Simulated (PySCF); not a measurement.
# What a mistake does to a calculation on B2CGeH7

Calculated results; nothing here was measured. They come from PySCF 2.14.0, an open-source quantum chemistry program, on an isolated molecule that a program drew, which may never have been made. The molecule is B2CGeH7 (charge 0, doublet), drawn as the SMILES string `[BH]B[CH2][GeH3]`.

Each row is a Hartree-Fock (HF) and frozen-core CCSD(T) single point in the cc-pVDZ basis, meant for a local HF minimum. Run 1 is clean. Each other run has one planted mistake out of seven kinds, and not every kind appears here: one electron removed, one electron added, multiplicity raised by two, geometry at a saddle point, minimal basis STO-3G, one bond length entered in bohr, all coordinates scaled. The reference is restricted for singlets and unrestricted otherwise, and also for a bond in bohr. Adding or removing an electron swaps singlet and doublet. Electrons count all cores. HOMO and LUMO are orbital energies over both spins, the gradient is its largest component, and the lowest frequency (negative if imaginary) is given only where the gradient is small. Bond lengths are over the 10 bonds as drawn. T1 is the CCSD diagnostic: over 0.02 (restricted) or 0.045 (unrestricted) a single reference is doubtful. Germanium has the cc-pVDZ-PP basis, with a core potential (ECP10MDF) in place of its 10 inner electrons, and its 3s, 3p and 3d shells are frozen in CCSD(T).

Geometry of the clean run:
```xyz
11
B2CGeH7, angstrom
B    -0.2392   -1.4466   -1.3721
B     0.8372   -1.4733   -0.1702
C     1.2682   -0.2542    0.7370
Ge    3.0082    0.4938    0.1665
H    -1.0251   -1.4723   -2.2564
H     1.3700   -2.5445    0.0030
H     0.5606    0.5787    0.7378
H     1.4203   -0.5730    1.7727
H     2.9050    1.0838   -1.2464
H     4.0942   -0.5887    0.1689
H     3.4242    1.6116    1.1323
```

```
run  electrons  basis functions  <S^2>  HOMO (eV)  LUMO (eV)  gradient (hartree/bohr)  lowest frequency (cm^-1)  mean bond (Å)  longest bond (Å)      T1  HF (hartree)  CCSD(T) (hartree)                          mistake
  1         55              100  0.758      -8.41       1.44                  1.9e-05                        65         1.4353             1.978  0.0153    -384.60599         -385.06970                         no fault
  2         55              100  0.760      -8.34       1.32                  4.3e-02                         -         1.5387             2.120  0.0170    -384.56529         -385.03933           all coordinates scaled
  3         56              100  0.000      -0.47       7.59                  4.1e-02                         -         1.4353             1.978  0.0166    -384.58479         -385.09216               one electron added
  4         55              100  1.432      -8.50       1.03                  2.5e-02                         -         1.5406             2.236  0.0715    -384.46965         -384.94678  one bond length entered in bohr
  5         55              100  3.766      -7.97      -1.44                  6.2e-02                         -         1.4353             1.978  0.0258    -384.45604         -384.91240                                ?
  6         54              100  0.000     -16.16      -6.42                  5.2e-02                         -         1.4353             1.978  0.0204    -384.33405         -384.78356                                ?
```

**Which mistake was planted in run 5, and what did it cost?**

Electrons, basis and geometry are unchanged, and <S^2> is 3.766, beside S(S+1) = 3.75 for a multiplicity of 4. So the mistake is: multiplicity raised by two. Subtracting run 1 and multiplying by 627.51 kcal/mol a hartree, the energy moved by 94.1 kcal/mol in HF and 98.7 kcal/mol in CCSD(T).

**Which mistake was planted in run 6, and what did it cost?**

It counts 54 electrons, one fewer than the clean run, at the same geometry and basis. So the mistake is: one electron removed. Subtracting run 1 and multiplying by 627.51 kcal/mol a hartree, the energy moved by 170.6 kcal/mol in HF and 179.6 kcal/mol in CCSD(T).

Cautions from the logs. Run 4: T1 is over the limit, so its CCSD(T) energy is less reliable; run 6: T1 is over the limit, so its CCSD(T) energy is less reliable.
